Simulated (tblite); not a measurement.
Compound: C6H12FNSi.
Cartesian coordinates in Å at the GFN2-xTB level; atoms count from 1:
```
atom  x, y, z in Å
C1     3.5084    1.2348    1.1825
C2     3.0696    0.3755    0.4749
C3     2.5484   -0.6863   -0.3558
C4     1.0878   -0.9781   -0.0188
F5     0.7397   -2.1696   -0.6591
Si6   -0.0939    0.4178   -0.5951
N7    -1.5819    0.2166    0.2328
C8    -2.2199   -1.0698    0.4054
C9    -2.5333    1.2997    0.2680
H10    3.8955    1.9949    1.7925
H11    3.1453   -1.5911   -0.1963
H12    2.6337   -0.4050   -1.4090
H13    0.9980   -1.1933    1.0519
H14   -0.1206    0.3245   -2.0676
H15    0.4398    1.7105   -0.1679
H16   -2.7241   -1.1020    1.3754
H17   -1.4826   -1.8650    0.3662
H18   -2.9683   -1.2535   -0.3737
H19   -3.1028    1.2595    1.1997
H20   -3.2400    1.2480   -0.5683
H21   -2.0076    2.2485    0.2166
```

Calculated harmonic vibrations of the isolated species, GFN2-xTB (tblite), most abundant isotopes, no scaling. Errors from tens to a few hundred cm⁻¹ against measured bands are possible. Modes of hydrogen on silicon can be 10 to 20 % off. One conformer, not necessarily the lowest.

Harmonic wavenumbers (cm⁻¹): 34.6, 49.1, 74.8, 114.1, 127.0, 168.2, 197.3, 229.7, 251.7, 273.1, 298.5, 306.2, 377.7, 404.3, 451.9, 527.5, 601.1, 637.6, 655.1, 681.5, 702.8, 768.6, 789.3, 932.9, 994.8, 1013.3, 1043.6, 1056.7, 1084.8, 1087.7, 1116.5, 1126.6, 1201.0, 1255.2, 1266.6, 1309.6, 1315.9, 1418.8, 1429.7, 1456.9, 1477.7, 1487.9, 1498.7, 1509.0, 2161.0, 2281.3, 2297.9, 2904.5, 2911.3, 2917.6, 2934.6, 2953.6, 2962.8, 2963.3, 3046.2, 3066.2, 3399.5.

A = 2066, B = 792.6, C = 634.4 MHz; mass 145.072 u (most abundant isotopes); point group C1, symmetry number 1.

Q: Zero-point energy?

A: ½Σν̃ = 35803 cm⁻¹ = 102.36 kcal/mol.

Q: What is S at 273.15 K and 1 bar for an ideal gas of classical rigid rotors and harmonic oscillators?

A: Translation 40.42, rotation 29.85, vibration 36.62: S = 106.9 cal/(mol K).

Q: And Cp and H(273.15 K) − H(0)?

A: Cp = 43.26 cal/(mol K), of which vibrations give 35.31 (their classical limit is 57 R = 113.3); H(273.15 K) − H(0) = 7.32 kcal/mol without the zero-point energy, 5.15 from vibrations.

Q: Blend soft modes into free rotors: weight 1/[1 + (100 cm⁻¹/ν̃)⁴] for the oscillator and the rest for a rotor with moment μB/(μ + B), μ = h/(8π²ν), B = 10⁻⁴⁴ kg m². What vibrational entropy results?

A: 33.16 cal/(mol K) in place of 36.62, which changes −T·S at 273.15 K by +0.95 kcal/mol.

Q: How do the functions run with temperature in this model?

A: 
```tsv
T (K)	S (cal/(mol K))	Cp (cal/(mol K))	H − H(0) (kcal/mol)	G − H(0) (kcal/mol)	ln q(vib)
150	85.5	29.4	2.83	-9.99	4.54
250	103.2	40.7	6.35	-19.45	8.13
298.15	110.8	46.0	8.44	-24.60	9.80
400	125.8	56.3	13.65	-36.66	13.23
600	151.8	72.4	26.62	-64.49	19.57
900	184.4	88.2	50.88	-115.09	28.22
```

q(vib) and H(0) count from the zero-point level.

Hindered rotation and anharmonicity are outside this model. Other conformers, if any are populated, would add a mixing term that is left out. The structure is chiral; the term R ln 2 for an equal mix with its mirror image is left out.
